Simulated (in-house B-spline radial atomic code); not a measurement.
Orbital energies and mean radii along the 7-electron series, configuration 1s2 2s2 2p1/2(2) 2p3/2(1). The effective charge is n√(-2ε), a non-relativistic measure. Computed with an all-electron radial atomic-structure program (B-spline basis): Dirac-Hartree-Fock, jj configuration that fills j = l - 1/2 first, finite nuclei.

```tsv
ion	Z	energy of 2s1/2 (Eh)	mean radius of 2s1/2 (bohr)	energy of 2p3/2 (Eh)	mean radius of 2p3/2 (bohr)	energy of 1s1/2 (Eh)	mean radius of 1s1/2 (bohr)	energy of 2p1/2 (Eh)	mean radius of 2p1/2 (bohr)	effective charge of 2s1/2
Kr29+	36	-130.69	0.17442	-124.28	0.15149	-598.81	0.041314	-126.26	0.14813	32.335
Rb30+	37	-139.17	0.16913	-132.33	0.14697	-634.8	0.040127	-134.59	0.14351	33.367
Sr31+	38	?	?	?	?	?	?	?	?	?
Zr33+	40	?	?	?	?	?	?	?	?	?
Nb34+	41	-175.93	0.15065	-167.07	0.13124	-789.95	0.035953	-170.73	0.12738	37.516
```

**Question.** Fill in the row of Sr31+.

**Answer.** energy of 2s1/2 (Eh): -147.93; mean radius of 2s1/2 (bohr): 0.16413; energy of 2p3/2 (Eh): -140.63; mean radius of 2p3/2 (bohr): 0.1427; energy of 1s1/2 (Eh): -671.91; mean radius of 1s1/2 (bohr): 0.039003; energy of 2p1/2 (Eh): -143.2; mean radius of 2p1/2 (bohr): 0.13914; effective charge of 2s1/2: 34.401.

**Question.** Fill in the row of Zr33+.

**Answer.** energy of 2s1/2 (Eh): -166.31; mean radius of 2s1/2 (bohr): 0.15491; energy of 2p3/2 (Eh): -158; mean radius of 2p3/2 (bohr): 0.13485; energy of 1s1/2 (Eh): -749.47; mean radius of 1s1/2 (bohr): 0.03692; energy of 2p1/2 (Eh): -161.26; mean radius of 2p1/2 (bohr): 0.13109; effective charge of 2s1/2: 36.476.

**Question.** How does the screening of 2s1/2 change?

**Answer.** Z less the effective charge goes from 3.67 at Z = 36 to 3.48 at Z = 41.
